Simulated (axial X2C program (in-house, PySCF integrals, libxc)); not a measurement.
## Bond lengths and stretching modes, held linear, of GaCN

Computed with an axial X2C code built on PySCF integrals: two-component X2C with atomic mean-field Coulomb and Gaunt terms, Gaussian nuclei, basis Ga dyall-v3z, C dyall-v3z, N dyall-av3z with contracted cores. Spin-free rows use the one-electron spin-free X2C Hamiltonian.

Masses Ga 68.926, C 12.000, N 14.003 u. States: 2c Ω = 0 (all partner blocks equally filled); spin-free M_S = 0, Λ = 0 (closed shell).

PBE0, spin-free: energies above the lowest point

```csv
r(Ga–C) (Å),r(C–N) (Å),E (meV)
2.0280,1.1300,58.83
2.0280,1.1590,12.83
2.0280,1.1880,65.65
2.0800,1.1300,46.67
2.0800,1.1590,0.00
2.0800,1.1880,52.15
2.0800,1.2169,185.45
2.1320,1.1300,59.33
2.1320,1.1590,12.00
2.1320,1.1880,63.48
2.1840,1.1590,44.07
2.1840,1.2169,226.88
```

Task: Fit a quadratic surface with cubic terms in each bond: where is the minimum, and what are the two stretching wavenumbers?

Result: At PBE0, spin-free: bonds 2.079 and 1.157 Å; harmonic stretches 359.4 and 2264.7 cm⁻¹; force constants 1.48, 19 and coupling -0.07 mdyn/Å.

The other levels and Hamiltonians give:

| Hamiltonian | level | r(Ga–C) (Å) | r(C–N) (Å) | lower stretch (cm⁻¹) | upper stretch (cm⁻¹) |
| --- | --- | --- | --- | --- | --- |
| 2c | PBE0 | 2.080 | 1.157 | 359.2 | 2264.6 |
| 2c | HF | 2.095 | 1.135 | 362.0 | 2449.6 |
| 2c | LDA | 2.053 | 1.163 | 363.0 | 2199.5 |
| 2c | MP2 | 2.063 | 1.180 | 367.5 | 2053.5 |
| spin-free | HF | 2.094 | 1.135 | 362.1 | 2449.7 |
| spin-free | LDA | 2.053 | 1.163 | 363.2 | 2199.5 |
| spin-free | MP2 | 2.063 | 1.180 | 367.7 | 2053.5 |

Each state is one determinant, the lowest of a limited PBE0 search; the stretches come from a fit to these few points and carry an uncertainty of a few per cent. Other orders of the atoms were not compared. MP2 freezes inner shells (threshold -2 hartree). The molecule was held linear; bending was not examined, so a bent shape may lie lower.
